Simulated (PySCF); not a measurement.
**How the method moves the HOMO and LUMO of `Cc1ccc(F)cc1`**

C7H7F.
Numbering: `[CH3:1][c:2]1[cH:3][cH:4][c:5]([F:6])[cH:7][cH:8]1` (hydrogens: H9, H10, H11 on C1; H12 on C3; H13 on C4; H14 on C7; H15 on C8)

Geometry (PBE0-D3(BJ)/def2-SVP, Å), atoms numbered from 1 in this order:
```
atom  x, y, z in Å
C1     2.3755   -0.1453   -0.0377
C2     0.8837    0.0137    0.0328
C3     0.0463   -1.0943    0.2106
C4    -1.3396   -0.9611    0.2505
C5    -1.8965    0.3037    0.1120
F6    -3.2225    0.4427    0.1556
C7    -1.0994    1.4270   -0.0650
C8     0.2844    1.2719   -0.1021
H9     2.7178   -1.0026    0.5598
H10    2.7087   -0.3159   -1.0752
H11    2.8943    0.7527    0.3279
H12    0.4876   -2.0882    0.3240
H13   -1.9948   -1.8224    0.3923
H14   -1.5693    2.4070   -0.1665
H15    0.9145    2.1553   -0.2367
```

Basis pcSseg-1 throughout (PySCF), one geometry. Geometry: PBE0-D3(BJ)/def2-SVP; no solvent, vibrations or thermal averaging.

How do the orbital energies, the gap and the dipole change with the method?

```csv
method,kind,HOMO (eV),LUMO (eV),gap (eV),μ (D),SCF cycles
OPBE,GGA,-5.83,-1.24,4.59,1.66,15
KT2,GGA,-5.88,-1.33,4.55,1.73,15
BP86,GGA,-5.96,-1.45,4.51,1.72,14
LDA,LDA,-6.05,-1.59,4.46,1.81,14
B97-2,global hybrid,-6.67,-0.51,6.16,1.87,14
PBE0,global hybrid,-6.91,-0.48,6.44,1.87,14
mPW1PW91,global hybrid,-6.94,-0.50,6.45,1.90,14
BHandHLYP,global hybrid,-7.76,0.55,8.31,2.03,13
CAM-B3LYP,range-separated hybrid,-8.11,0.63,8.73,1.91,12
HF,Hartree–Fock,-8.94,3.08,12.02,2.19,12
```

The HOMO spans 3.11 eV, from OPBE down to HF, and the gap runs from 4.46 eV (LDA) to 12.02 eV (HF). Over the methods OPBE (0 %), KT2 (0 %), BP86 (0 %), LDA (0 %), B97-2 (21 %), PBE0 (25 %), mPW1PW91 (25 %), BHandHLYP (50 %), HF (100 %), a straight line through the gap against the share of exact exchange rises by 0.75 eV for each 10 % (correlation coefficient 1.000). The dipole ranges from 1.66 D (OPBE) to 2.19 D (HF). This basis has no diffuse functions.

The vertical ΔSCF ionisation energy at CAM-B3LYP/def2-SVPD is 8.88 eV; −ε(HOMO) comes closest to it with HF (8.94 eV).
